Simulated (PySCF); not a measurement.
C₂H₆BFO₂, SMILES COB(O)CF. Atoms are numbered in the order given.

```xyz
12

C     -2.4235     0.4680     0.2282
O     -1.0605     0.7977     0.4616
B     -0.0427     0.0147     0.0084
O     -0.2604    -1.1357    -0.6995
C      1.4601     0.4534     0.3119
F      2.3301    -0.5032    -0.2524
H     -2.9161     1.3081    -0.3043
H     -2.9390     0.3264     1.2011
H     -2.5315    -0.4562    -0.3752
H      0.6143    -1.5196    -0.9146
H      1.6635     0.5195     1.4048
H      1.6993     1.4515    -0.1200
```

Geometry optimised at PBE-D3(BJ)/def2-SVP. This is a generated structure with no PubChem entry under its InChIKey; it may be hypothetical. Other conformers were not sampled.

Two levels are set side by side: PBE/pcSseg-1 (PySCF) and HF/pcSseg-1 (PySCF). GIAO shifts against BF3 (¹¹B), CFCl3 (¹⁹F), H2O (¹⁷O), TMS (¹H), TMS (¹³C) at the same level; non-relativistic, no solvent, atoms listed together averaged. Differences are taken from unrounded values.

```json
[
 {"quantity": "δ(¹³C) of C1 (ppm)", "HF": "51.9"},
 {"quantity": "δ(¹⁷O) of O2 (ppm)", "HF": "58.4"},
 {"quantity": "δ(¹¹B) of B3 (ppm)", "HF": "20.1"},
 {"quantity": "δ(¹⁷O) of O4 (ppm)", "HF": "103.0"},
 {"quantity": "δ(¹³C) of C5 (ppm)", "HF": "74.0"},
 {"quantity": "δ(¹⁹F) of F6 (ppm)", "HF": "-249.0"},
 {"quantity": "δ(¹H) of H10 (ppm)", "HF": "6.15"},
 {"quantity": "δ(¹H) of H11, H12 (ppm)", "HF": "4.71"}
]
```

What does PBE give, and how far is it from HF? (An estimate is asked for; the answer gives what the named calculation found.)


```tsv
quantity	PBE	PBE minus HF
δ(¹³C) of C1 (ppm)	57.7	5.8
δ(¹⁷O) of O2 (ppm)	107.7	49.3
δ(¹¹B) of B3 (ppm)	17.9	-2.2
δ(¹⁷O) of O4 (ppm)	140.2	37.2
δ(¹³C) of C5 (ppm)	83.3	9.3
δ(¹⁹F) of F6 (ppm)	-314.6	-65.6
δ(¹H) of H10 (ppm)	6.08	-0.07
δ(¹H) of H11, H12 (ppm)	4.92	0.21
```

Rough cost on one machine, each run with all the roots and properties that it gave: HF against PBE within a factor of 2.
